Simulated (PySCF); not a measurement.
Below is a simulated gas-phase C 1s photoelectron spectrum of `CNBN(C)C`.

Every computed line was given a Gaussian of 0.4 eV full width at half maximum and an area set by the number of equivalent atoms; the highest printed point is 100. Method used: delta-SCF UKS SCAN, pcX-2 on the ionised atom, pcseg-1 elsewhere, spin-free X2C in PySCF 2.14.0.

binding energy (eV), intensity and a bar:
```
    290.7          0 
    290.8          2 
    290.9          7 ##
    291.0         22 #######
    291.1         50 ###############
    291.2         83 #########################
    291.3        100 ##############################
    291.4         91 ###########################
    291.5         63 ###################
    291.6         33 ##########
    291.7         13 ####
    291.8          4 #
    291.9          1 
    292.0          0
```

Question: How many maxima does the curve show, and how many computed lines lie under it?

Answer: The curve has 1 maximum (at 291.3 eV). Under it lie 2 lines from 2 inequivalent carbon sites. At this width some lines have no maximum of their own.

Question: Decompose the envelope and assign each component. Numbering: `[CH3:1][NH:2][BH:3][N:4]([CH3:5])[CH3:6]`.

Answer: 
| position (eV) | relative area | line | atoms | environment |
| --- | --- | --- | --- | --- |
| 291.27 | 2 | C 1s | C5/C6 | N-methyl carbon |
| 291.43 | 1 | C 1s | C1 | N-methyl carbon |

The 2 C 1s values lie within 0.16 eV of each other; Gaussian lines of 0.5 eV full width would blend them into one maximum.

No satellites, vibrations or lifetime broadening are included. Topologically equivalent atoms share the value of their first member; where this conformer doesn't relate them by symmetry, their own values could differ. Geometry: PBE0-D3(BJ)/def2-SVP, one conformer, isolated molecule.

The values belong to the conformer `[CH3:1][NH:2][BH:3][N:4]([CH3:5])[CH3:6]`: C1–N2–B3–N4 178°, N2–B3–N4–C5 176°.
